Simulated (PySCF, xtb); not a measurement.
C3H9GeN, SMILES [CH3][GeH]1[CH2]N[CH2]1.

Harmonic wavenumbers (cm⁻¹) from GFN2-xTB (xtb) at its own minimum, in rising order: 93, 118, 134, 178, 372, 464, 527, 544, 561, 671, 685, 759, 762, 792, 848, 955, 1065, 1088, 1169, 1177, 1212, 1300, 1367, 1449, 1456, 1458, 1459, 1690, 2929, 2933, 2969, 2970, 3016, 3022, 3023, 3368.

Task: What does PySCF with PBE-D3(BJ)/def2-SVP give at its own minimum? (An estimate is asked for; the answer gives what the named calculation found.)

Result: 110, 115, 156, 214, 393, 538, 540, 554, 588, 610, 753, 780, 785, 809, 825, 967, 1062, 1080, 1119, 1123, 1177, 1201, 1345, 1384, 1385, 1411, 1441, 2057, 2866, 2876, 2983, 3003, 3004, 3086, 3094, 3407. Paired by order, the mean absolute difference is 45 cm⁻¹ and the zero-point energies are 69.5 and 69.8 kcal/mol.
